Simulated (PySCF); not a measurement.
**Structure from NMR data**

Molecular formula: C6H13NOSi. Simulated spectra:

¹H NMR (500 MHz, computed): δ 7.45 (d, 1H), 4.56 (m, 1H), 4.52 (m, 1H), 4.05 (m, 1H), 4.01 (m, 1H), 3.55 (m, 1H), 3.52 (s, 3H), 3.40 (m, 1H), 2.63 (m, 1H), 1.18 (m, 1H), 0.55 (m, 1H).

¹³C{¹H} NMR (computed): δ 164.9, 74.2, 71.2, 51.4, 36.3, 11.2.

Calculated, not measured (PySCF 2.14): geometry: GFN2-xTB, PBE0/pcSseg-1 with gauge-including orbitals. Rapidly exchanging positions averaged, one conformer, no solvent, no relativistic terms.

δ = σ(ref) − σ, references computed at the same level: ¹H (σ = 31.72 ppm) and ¹³C (σ = 186.93 ppm) against TMS.

Problem. Which of these isomers gave the spectra?
A. C=NC(=C)O[SiH2]C(C)C
B. C/N=C/[C@@H]1COCC[SiH2]1
C. O=C1CCC(N[SiH3])CC1
D. C=C/C(C)=N\[C@@H]([SiH3])OC
E. CNC(=O)/C=C/[SiH](C)C

Solution. B. 

- The formula gives 2 degrees of unsaturation (1 ring in the answer).
- 6 carbon signals for 6 carbons: no two carbons are equivalent.
- Carbon types of the structure: 2 × CH, 3 × CH2, 1 × CH3, leaving 2 H on heteroatoms.
- δC 164.9: C=N carbon.
- δC 74.2, 71.2: sp3 CH2 bonded to O; deshielded by the electronegative neighbour.
- δC 51.4: methyl carbon bonded to N; the inductive effect lowers its shielding.
- δC 11.2: sp3 CH2 bonded to Si; an electropositive neighbour leaves it electron-rich and shielded.
- δH 3.52: hydrogen on a methyl carbon bonded to N; its carbon carries N, which withdraws density.

The others: O=C1CCC(N[SiH3])CC1 would give 4 carbon signals, not 6; CNC(=O)/C=C/[SiH](C)C would give 5 carbon signals, not 6; C=C/C(C)=N\[C@@H]([SiH3])OC would give 7 signals for carbon-bound and other non-exchanging H, not 11; C=NC(=C)O[SiH2]C(C)C would give 5 carbon signals, not 6.

Shifts are as computed. Against solution values, carbons near 30 ppm lie about +3 ppm off and those near 130 ppm about +5 ppm. Of 1211 compounds with measured shifts, 218 miss one by over three times the rms of a fit or turn the order of signals round; such compounds aren't used in these exercises. No couplings were computed; multiplicities are counted from neighbouring protons, with m where these are inequivalent, close in shift, in a saturated or five-membered ring or joined by F or P, and br s for small geminal =CH2 splittings.
